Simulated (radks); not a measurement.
Values are calculated unless marked as measured or tabulated.
Ru4+, 40 electrons, occupied as [Kr] 4d4. Code: a radial shooting solver on a logarithmic mesh with Libxc functionals. Model: scalar-relativistic Kohn-Sham, exchange-only B88, spin-polarised, spherical densities, finite nucleus; open shells are filled with parallel spins first (spin-orbit coupling, left out, can overturn this in heavy ions); Fermi nuclear charge, rms radius 4.4809 fm.

Radial electron density D(r) = 4 pi r^2 rho(r):

| r (bohr) | D(r) (e/bohr) | spin D(r) |
|---|---|---|
| 0.001936 | 3.158 | -0.000125 |
| 0.002218 | 3.985 | -0.000157 |
| 0.002521 | 4.945 | -0.000195 |
| 0.002888 | 6.194 | -0.000244 |
| 0.003283 | 7.623 | -0.000300 |
| 0.003761 | 9.455 | -0.000371 |
| 0.004274 | 11.52 | -0.000451 |
| 0.004897 | 14.10 | -0.000552 |
| 0.005566 | 16.95 | -0.000662 |
| 0.006377 | 20.41 | -0.000796 |
| 0.007247 | 24.10 | -0.000938 |
| 0.008303 | 28.42 | -0.00110 |
| 0.009437 | 32.79 | -0.00127 |
| 0.01081 | 37.62 | -0.00146 |
| 0.01229 | 42.17 | -0.00164 |
| 0.01408 | 46.72 | -0.00183 |
| 0.016 | 50.48 | -0.00201 |
| 0.01833 | 53.57 | -0.00219 |
| 0.02083 | 55.38 | -0.00236 |
| 0.02387 | 55.95 | -0.00254 |
| 0.02713 | 55.19 | -0.00272 |
| 0.03108 | 53.29 | -0.00290 |
| 0.03533 | 50.96 | -0.00298 |
| 0.04047 | 48.71 | -0.00273 |
| 0.046 | 47.67 | -0.00170 |
| 0.0527 | 48.50 | 0.00129 |
| 0.0599 | 51.47 | 0.00757 |
| 0.06862 | 56.63 | 0.0208 |
| 0.07799 | 62.33 | 0.0434 |
| 0.08936 | 67.51 | 0.0834 |
| 0.1016 | 69.81 | 0.142 |
| 0.1164 | 68.27 | 0.231 |
| 0.1322 | 63.12 | 0.341 |
| 0.1515 | 55.43 | 0.482 |
| 0.1722 | 48.72 | 0.623 |
| 0.1973 | 44.91 | 0.756 |
| 0.2242 | 45.57 | 0.834 |
| 0.2569 | 49.58 | 0.831 |
| 0.292 | 53.46 | 0.724 |
| 0.3345 | 54.09 | 0.510 |
| 0.3802 | 49.56 | 0.262 |
| 0.4356 | 40.09 | 0.0419 |
| 0.495 | 29.58 | -0.0147 |
| 0.5672 | 20.23 | 0.188 |
| 0.6446 | 15.07 | 0.668 |
| 0.7385 | 13.33 | 1.44 |
| 0.8394 | 13.56 | 2.27 |
| 0.9616 | 13.69 | 3.03 |
| 1.093 | 12.59 | 3.42 |
| 1.252 | 10.13 | 3.38 |
| 1.423 | 7.306 | 2.96 |
| 1.63 | 4.557 | 2.25 |
| 1.853 | 2.612 | 1.54 |
| 2.123 | 1.287 | 0.891 |
| 2.413 | 0.5888 | 0.462 |
| 2.765 | 0.2238 | 0.194 |
| 3.142 | 0.07741 | 0.0713 |
| 3.6 | 0.02063 | 0.0198 |
| 4.091 | 0.004775 | 0.00468 |
| 4.687 | 0.0007654 | 0.000759 |

D(r) has 4 maxima, at r = 0.0235, 0.103, 0.319, 0.917 bohr, and minima at 0.0467, 0.205, 0.756 bohr, inside which lie 2.02, 11.08, 29.20 electrons.
